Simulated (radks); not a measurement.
The promethium ion Pm11+, 50 electrons, occupied as [Kr] 4d10 4f2 5s2.

Method: scalar-relativistic Kohn-Sham, LB94 model potential, spin-polarised, spherical densities, finite nucleus; open shells are filled with parallel spins first (spin-orbit coupling, left out, can overturn this in heavy ions); Fermi nuclear charge, rms radius 4.962 fm; computed with a radial shooting solver on a logarithmic mesh with Libxc functionals.

Energy parts (eV):
| part | energy |
|---|---|
| kinetic | 290647.11 |
| electron-nucleus | -651871.44 |
| Hartree | 95500.68 |
(The LB94 potential has no energy functional, so no total or exchange-correlation energy is given.)

Orbitals (lengths in bohr, moments of r in powers of bohr; <r^-3> diverges for s and p1/2; r(max) is where P^2 peaks):
\begin{tabular}{lrrrrrr}
orbital & occ. & eigenvalue (eV) & <r> & <r^4> & r(max) & <r^-3> \\ \hline
1s up & 1 & -45405.39 & 0.02315 & 1.408e-06 & 0.01478 & - \\
1s down & 1 & -45405.39 & 0.02315 & 1.408e-06 & 0.01478 & - \\
2s up & 1 & -7569.510 & 0.09878 & 0.0002276 & 0.08371 & - \\
2s down & 1 & -7569.537 & 0.09878 & 0.0002276 & 0.08371 & - \\
2p up & 3 & -6787.910 & 0.08690 & 0.0001679 & 0.06752 & 9649 \\
2p down & 3 & -6787.931 & 0.08690 & 0.0001679 & 0.06752 & 9649 \\
3s up & 1 & -1819.973 & 0.2601 & 0.008975 & 0.2386 & - \\
3s down & 1 & -1820.081 & 0.2600 & 0.008965 & 0.2386 & - \\
3p up & 3 & -1573.859 & 0.2581 & 0.009347 & 0.2338 & 1975 \\
3p down & 3 & -1573.940 & 0.2581 & 0.009335 & 0.2338 & 1976 \\
3d up & 5 & -1235.295 & 0.2355 & 0.007561 & 0.1916 & 269.8 \\
3d down & 5 & -1235.363 & 0.2354 & 0.007548 & 0.1916 & 269.9 \\
4s up & 1 & -519.3444 & 0.5875 & 0.2183 & 0.5493 & - \\
4s down & 1 & -517.8800 & 0.5876 & 0.2184 & 0.5493 & - \\
4p up & 3 & -437.9923 & 0.6191 & 0.2786 & 0.5726 & 444.6 \\
4p down & 3 & -436.5528 & 0.6192 & 0.2788 & 0.5726 & 444.4 \\
4d up & 5 & -322.5751 & 0.6654 & 0.4070 & 0.5954 & 52.00 \\
4d down & 5 & -321.1759 & 0.6655 & 0.4075 & 0.5955 & 51.97 \\
4f up & 2 & -195.9213 & 0.7514 & 0.8256 & 0.5879 & 8.432 \\
4f down & 0 & -194.6196 & 0.7516 & 0.8288 & 0.5879 & 8.448 \\
5s up & 1 & -213.3073 & 1.218 & 3.747 & 1.171 & - \\
5s down & 1 & -212.1112 & 1.220 & 3.771 & 1.172 & - \\
\end{tabular}

The highest occupied level is 4f up at -195.92 eV. Summed over all electrons, <r^2> = 14.49 bohr^2, which gives a Langevin (diamagnetic) susceptibility term of -11.5 x 10^-6 cm^3/mol. For comparison, the ionisation energy in NIST's Atomic Spectra Database is 202 eV (theoretical). In exact Kohn-Sham theory the highest level is minus the ionisation energy, but local and semilocal functionals leave it too shallow, through self-interaction and a potential that decays too fast; potentials with the right tail come closer.
